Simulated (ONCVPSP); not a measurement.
# PBE ONCV dataset for platinum (Pt), scalar-relativistic all-electron reference.

```
Element                 : platinum
Generator               : ONCVPSP 4.0.1
Type                    : optimised norm-conserving Vanderbilt (ONCV)
Functional              : PBE
Relativity              : scalar-relativistic
Frozen core             : [Kr] 4d10 4f14
Valence charge          : 18
Reference configuration : 5s2 5p6 5d9 6p1
Partial waves           : 5s: rc 1.25 bohr, ncon 4, nbas 8, qcut 8.6 1/bohr, 2 projectors, debl 3.2 Ha; 5p+6p: rc 1.70 bohr, ncon 4, nbas 7, qcut 6.4 1/bohr, 2 projectors; 5d: rc 2.05 bohr, ncon 3, nbas 7, qcut 7.8 1/bohr, 2 projectors, debl 0.4 Ha
Local potential         : polynomial inside 0.95 bohr (lpopt 2, dvloc0 3 Ha)
Core correction         : Teter function fitted to the true core (icmod 2), fcfact 0.5
```

In the s channel the program set the typed energies aside and used -3.817, 0.250 Ha.

All-electron outer shells of the reference configuration (PBE, scalar-relativistic, ld1.x):

```json
{"shell": "5s", "level (eV)": "-103.87", "outermost node (bohr)": "0.49", "outermost maximum (bohr)": "0.87"}
{"shell": "4f", "level (eV)": "-72.10", "outermost node (bohr)": "–", "outermost maximum (bohr)": "0.38"}
{"shell": "5p", "level (eV)": "-58.09", "outermost node (bohr)": "0.53", "outermost maximum (bohr)": "0.98"}
{"shell": "5d", "level (eV)": "-8.11", "outermost node (bohr)": "0.57", "outermost maximum (bohr)": "1.26"}
{"shell": "6p", "level (eV)": "-1.84", "outermost node (bohr)": "1.36", "outermost maximum (bohr)": "3.47"}
```

(1) Estimate the cutoffs (Ha) at which the residual kinetic energy of the hardest occupied pseudo-wave falls to 1 and 0.1 mHa per electron.

(2) What does a ghost test show?

(3) Which valence shell sets the plane-wave cutoff?

(4) Tests: 5s2 5p6 5d9 6s1 6p0; 5s2 5p6 5d9 6p0; 5s2 5p6 5d8 6p0; 5s2 5p6 5d9.5 6s0.5 6p0. Which has the largest error in its energy relative to the reference configuration, and how large is it?

Answers

(1) 32 Ha and 39 Ha.

(2) No bound ghost flagged; GHOST(+) flagged for s at 403.3 eV.

(3) 5s: 32 Ha for 1 mHa per electron, against 19 Ha for 5d.

(4) 5s2 5p6 5d8 6p0, with -3.6 meV (all-electron minus pseudo) on +24.11 eV.
